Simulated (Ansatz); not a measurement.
Two isomers of BH5O2Sn: A = `[BH2][SnH]([OH])[OH]`, B = `OB[O][SnH3]`.

Isolated molecules relaxed with PBE0-D4/def2-TZVP in Ansatz; ΔE leaves out vibrations. CCSD(T)/CBS adds triple-zeta CCSD(T) − MP2 to the extrapolated MP2 energy (def2 sets, frozen cores). DFT in def2-TZVPP. B3LYP here is the variant with VWN-RPA as its local correlation; programs differ in this. Elements past krypton have def2 core potentials. For Sn outer-core shells are correlated without core-valence functions, which leaves a few kJ/mol of doubt a bond. Each species was taken in one conformer, which may not be the lowest.

Which isomer does CCSD(T)/CBS put lower? Give the gap. (Best estimate.)

Computed: B, by 65.0 kcal/mol.

Give E(B) − E(A) in kcal/mol with B3LYP-D4, B2PLYP, B3LYP, CCSD(T)/def2-TZVPP, PBE-D4, r2SCAN-D4, PBE0-D4. (An estimate is asked.)

Ansatz gave: B3LYP-D4 -68.1, B2PLYP -67.7, B3LYP -67.8, CCSD(T)/def2-TZVPP -68.0, PBE-D4 -66.5, r2SCAN-D4 -69.0, PBE0-D4 -68.1. None reverses the order clearly.

Largest T1 diagnostic: 0.014.

In def2-TZVPP, CCSD(T) changes the Hartree–Fock value by +1.9 kcal/mol (the triples alone add +0.1 kcal/mol) and MP2 by +2.7 kcal/mol. From PBE to PBE0 (25 % exact exchange), in def2-TZVPP and without D4, E(B) − E(A) moves by −1.6 kcal/mol.
